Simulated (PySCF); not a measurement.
# Shapes and spin states of FeF4

Method: PBE0 in PySCF with Fe def2-SVP, F def2-SVP; no relativity; density-fitted integrals.

Relaxations began from a few typed shapes and spin states; open shells are unrestricted. The search is not exhaustive: other isomers or separated fragments can lie lower, and high-lying points may rest on an excited occupation.

(1) Which is the lowest minimum found?
A. quintet D2d: Fe–F 1.704 Å (×4); F–Fe–F 97.3° (×4), F–Fe–F 138.2° (×2)
B. singlet (closed shell, unstable to spin polarisation) Td: Fe–F 1.667 Å (×4); F–Fe–F 109.5° (×6)
C. broken-symmetry Ms = 1 (⟨S²⟩ 2.70) Cs: Fe–F 1.689 Å (×2), Fe–F 1.697 Å, Fe–F 1.707 Å; F–Fe–F 100.6° (×2), F–Fe–F 104.1° (×2), F–Fe–F 111.7°, F–Fe–F 135.0°
D. singlet (closed shell, unstable to spin polarisation) D4h: Fe–F 1.696 Å (×4); F–Fe–F 90.0° (×4), F–Fe–F 180.0° (×2)
E. quintet D2d: Fe–F 1.704 Å (×4); F–Fe–F 97.2° (×4), F–Fe–F 138.5° (×2)
F. quintet D2d: Fe–F 1.704 Å (×4); F–Fe–F 97.4° (×4), F–Fe–F 138.0° (×2)
G. singlet Td: Fe–F 1.667 Å (×4); F–Fe–F 109.5° (×6)

Results:

(1) F. The others lie at 0.4 (quintet D2d), 0.5 (quintet D2d), 115.2 (broken-symmetry Ms = 1 Cs), 122.4 (singlet Td), 122.6 (singlet Td), 360.5 (singlet D4h, a saddle point) kJ/mol above it.

Formally Fe is in oxidation state +4, d4, with 4 unpaired electrons (the high-spin count). The Mulliken spin on Fe is 3.33. The polar-tensor charge on Fe, 2.02, is far below the formal one.

For the lowest minimum: other spin states or occupations of the open shell can lie lower.
